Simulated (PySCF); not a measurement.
A species of formula C7H16FNSi has this rotational fingerprint, computed with PBE0-D3(BJ)/def2-SVP geometry optimisation, gas phase (PySCF 2.14.0):

| Item | Value |
| --- | --- |
| Rotational constants | A = 1594, B = 895.4, C = 696.8 MHz |
| Dipole components | \|μa\| = 1.36 D, \|μb\| = 0.84 D, \|μc\| = 0.57 D |
| Inertial defect | -156.09 u·Å² |
| κ | -0.56 |

Problem. Which candidate fits, each taken in the one conformer that was computed?
A. `[CH3:1][CH:2]([CH3:3])[Si@@:4]1([CH3:5])[NH:6][CH2:7][CH2:8][C@@H:9]1[F:10]` with C1–C2–Si4–C5 -74°, C2–Si4–N6–C7 116°, Si4–N6–C7–C8 -23°, N6–C7–C8–C9 41°, C7–C8–C9–F10 75°
B. `[CH3:1][CH2:2][CH2:3][Si@@H:4]([NH:5][CH3:6])[C@@H:7]1[CH2:8][C@@H:9]1[F:10]` with C1–C2–C3–Si4 -177°, C2–C3–Si4–N5 -166°, C3–Si4–N5–C6 -52°, C3–Si4–C7–C8 149°
C. `[CH3:1][CH2:2][Si@@H:3]([F:4])[N:5]([CH3:6])[CH2:7][CH:8]1[CH2:9][CH2:10]1` with C1–C2–Si3–F4 58°, C2–Si3–N5–C6 151°, Si3–N5–C7–C8 122°, N5–C7–C8–C9 91°
D. `[CH3:1][CH2:2][C:3]1([CH2:4][CH3:5])[CH2:6][C@@H:7]([F:8])[SiH2:9][NH:10]1` with C1–C2–C3–C4 -57°, C2–C3–C4–C5 -53°, C2–C3–C6–C7 -157°, C3–C6–C7–F8 -81°, C6–C7–Si9–N10 -19°, C7–Si9–N10–C3 -3°

Solution. D. It is CCC1(CC)C[C@@H](F)[SiH2]N1, an asymmetric top, point group C1. The candidates at the same level (rigid rotor, commonest isotopes):

| SMILES | A (MHz) | B (MHz) | C (MHz) | μa (D) | μb (D) | μc (D) | Δ (u·Å²) | point group | rotor |
| --- | --- | --- | --- | --- | --- | --- | --- | --- | --- |
| CCC[Si@@H](NC)[C@@H]1C[C@@H]1F | 979.9 | 933.7 | 516.4 | 0.65 | 1.31 | 1.39 | -78.34 | C1 | asymmetric top |
| CC[Si@@H](F)N(C)CC1CC1 | 1899 | 566.9 | 488.1 | 1.60 | 1.00 | 0.95 | -122.21 | C1 | asymmetric top |
| CC(C)[Si@@]1(C)NCC[C@@H]1F | 1602 | 827.5 | 746.5 | 0.92 | 1.17 | 0.15 | -249.25 | C1 | asymmetric top |
| CCC1(CC)C[C@@H](F)[SiH2]N1 | 1594 | 895.4 | 696.8 | 1.36 | 0.84 | 0.57 | -156.09 | C1 | asymmetric top |

`CC[Si@@H](F)N(C)CC1CC1` has B 37 % too low; `CCC[Si@@H](NC)[C@@H]1C[C@@H]1F` has A 39 % too low; `CC(C)[Si@@]1(C)NCC[C@@H]1F` has B 8 % too low. No structure here is proved a minimum.
